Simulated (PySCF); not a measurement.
The dipole of `O=CC(=O)[SiH2][C@@H]([SiH3])S[SiH3]` from its density and from atomic charges.

Coordinates (GFN2-xTB, Å) and charges (e) from the PBE0/pcSseg-1 density (PySCF):

| atom | x | y | z | Mulliken | IAO | Hirshfeld | ESP-fitted |
| --- | --- | --- | --- | --- | --- | --- | --- |
| O1 | -2.232 | 0.669 | 1.607 | -0.3432 | -0.3697 | -0.1934 | -0.4351 |
| C2 | -2.901 | 0.298 | 0.675 | +0.2573 | +0.2191 | +0.1297 | +0.3969 |
| C3 | -2.544 | -0.753 | -0.291 | -0.0156 | +0.1047 | +0.0828 | +0.3318 |
| O4 | -3.058 | -1.826 | -0.475 | -0.3110 | -0.3443 | -0.1966 | -0.4116 |
| Si5 | -1.016 | -0.167 | -1.349 | +0.6815 | +0.6991 | +0.3137 | +0.2526 |
| C6 | 0.431 | -0.143 | -0.125 | -0.9449 | -0.7233 | -0.1983 | -0.2986 |
| Si7 | 0.876 | -1.803 | 0.720 | +0.5632 | +0.6092 | +0.2989 | +0.2480 |
| S8 | 1.898 | 0.449 | -1.087 | -0.2513 | -0.1802 | -0.0787 | -0.2658 |
| Si9 | 2.708 | 1.874 | 0.295 | +0.4526 | +0.5526 | +0.3037 | +0.3155 |
| H10 | -3.790 | 0.875 | 0.333 | +0.1048 | +0.1172 | +0.0517 | +0.0080 |
| H11 | -1.300 | 1.179 | -1.858 | -0.0398 | -0.1030 | -0.0704 | -0.0761 |
| H12 | -0.870 | -1.152 | -2.413 | -0.0222 | -0.0923 | -0.0588 | -0.0094 |
| H13 | 0.232 | 0.609 | 0.639 | +0.2404 | +0.1706 | +0.0352 | +0.2074 |
| H14 | -0.289 | -2.230 | 1.489 | -0.0687 | -0.1153 | -0.0748 | -0.0386 |
| H15 | 1.234 | -2.753 | -0.329 | -0.0571 | -0.1083 | -0.0711 | -0.0367 |
| H16 | 2.023 | -1.561 | 1.597 | -0.0702 | -0.1072 | -0.0719 | -0.0562 |
| H17 | 1.694 | 2.903 | 0.500 | -0.0600 | -0.1178 | -0.0703 | -0.0620 |
| H18 | 3.894 | 2.358 | -0.388 | -0.0606 | -0.0964 | -0.0621 | -0.0183 |
| H19 | 3.000 | 1.183 | 1.546 | -0.0553 | -0.1146 | -0.0681 | -0.0518 |

Q: What dipole does each set of charges give (1 e·Å = 4.803 D), and what does the density give?

A: The full density gives (0.26, 1.91, -0.06) D, 1.93 D in size; dipole vectors point from the negative to the positive end.

| scheme | μx | μy | μz | size (D) | share of the full size (%) | angle to the full dipole (°) |
| --- | --- | --- | --- | --- | --- | --- |
| Mulliken | 0.90 | 2.03 | -0.90 | 2.39 | 124 | 26 |
| IAO | 1.04 | 2.02 | -1.50 | 2.72 | 141 | 37 |
| Hirshfeld | 0.75 | 1.31 | -0.81 | 1.71 | 89 | 34 |
| ESP-fitted | 0.30 | 1.92 | -0.07 | 1.94 | 101 | 1 |

Q: Which set comes closest?

A: Length of the difference vector: ESP-fitted 0.04 D, Mulliken 1.06 D, Hirshfeld 1.08 D, IAO 1.64 D. Closest: ESP-fitted. 

Q: What is left for the Hirshfeld atoms' own dipoles?

A: The Hirshfeld atoms' densities add up to the full density, so μ = Σ q r + Σ (atomic dipoles). The atomic dipoles sum to (0.26, 1.91, -0.06) − (0.75, 1.31, -0.81) = (-0.49, 0.60, 0.75) D, 1.08 D in size.

Q: With the origin at the mean of the coordinates, (-0.001, 0.000, 0.057) Å, which are the largest single terms, by size, of the Mulliken dipole along the direction of the full one?

A: Si9 +4.82, Si7 -4.56, O4 +3.30, H17 -0.89, S8 -0.89 D; all 19 atoms together +2.16 D. The single terms depend on the origin, their sum doesn't.

Q: Give the size of the full dipole in other units.

A: 1.93 D = 0.759 au = 0.402 e·Å = 6.44 × 10⁻³⁰ C·m.

Geometry: GFN2-xTB, one conformer, isolated molecule.

These values come from a run that also computed NMR shieldings. Time: 2.0 min wall; peak memory 1.1 GiB. Hardware: one thread, Arm Neoverse N1 (aarch64), shared host with 64 logical CPUs at a one-minute load of 60.

Shape of the structure used: `[O:1]=[CH:2][C:3](=[O:4])[SiH2:5][C@@H:6]([SiH3:7])[S:8][SiH3:9]`: O1–C2–C3–O4 114°, C2–C3–Si5–C6 69°, C3–Si5–C6–Si7 60°, Si5–C6–S8–Si9 135°.
